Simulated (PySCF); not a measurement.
V(O)(Cl)3, Cl3OV, SMILES [O]=[V]([Cl])([Cl])[Cl] (CAM-B3LYP/def2-SVP optimised geometry):

```
5

V     -0.436    -1.012     0.000
O      1.088    -1.012     0.000
Cl    -1.088     1.012     0.000
Cl    -1.088    -2.025    -1.753
Cl    -1.086    -2.026     1.753
```

Level of theory: CAM-B3LYP/def2-TZVP run with PySCF.

Task: What are the frontier orbital energies and the dipole moment?

Result: HOMO-2 -11.10 eV, HOMO-1 -11.10 eV, HOMO -10.96 eV, LUMO -3.34 eV, LUMO+1 -3.34 eV; dipole moment 0.46 D.

On the same geometry PBE/def2-TZVP run with PySCF 2.14.0 gives HOMO-2 -8.36 eV, HOMO-1 -8.30 eV, HOMO -8.30 eV, LUMO -5.08 eV, LUMO+1 -5.08 eV; dipole moment 0.55 D.

Meta-Löwdin charges at CAM-B3LYP/def2-TZVP: V1 1.18, O2 -0.29, Cl3 -0.30, Cl4 -0.30, Cl5 -0.30.
